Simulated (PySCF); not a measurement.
Be(SMe)(OSiH3), CH6BeOSSi, SMILES C[S][Be][O][SiH3] (PBE0/def2-SVP optimised geometry):

```
11

Be    -1.561    -1.856     2.464
S     -2.197    -2.803     3.986
C     -4.007    -2.560     3.833
H     -4.282    -1.497     3.868
H     -4.464    -3.063     4.695
H     -4.404    -3.017     2.916
O     -1.066    -1.157     1.336
Si    -0.503    -0.367     0.000
H     -0.990     1.045     0.000
H     -0.989    -1.045    -1.239
H      0.990    -0.367     0.000
```

Computed with PBE0/def2-TZVP (PySCF 2.14.0).

Problem. What are the frontier orbital energies and the dipole moment?

Solution. HOMO-2 -8.93 eV, HOMO-1 -8.32 eV, HOMO -6.93 eV, LUMO -0.44 eV, LUMO+1 -0.26 eV; dipole moment 1.44 D.

On the same geometry PySCF with PBE/def2-TZVP gives HOMO-2 -7.52 eV, HOMO-1 -7.05 eV, HOMO -5.74 eV, LUMO -1.19 eV, LUMO+1 -1.11 eV; dipole moment 1.39 D.

Meta-Löwdin charges at PBE0/def2-TZVP: Be1 1.33, S2 -0.59, C3 -0.39, H4 0.13, H5 0.14, H6 0.13, O7 -1.16, Si8 0.75, H9 -0.11, H10 -0.11, H11 -0.11.
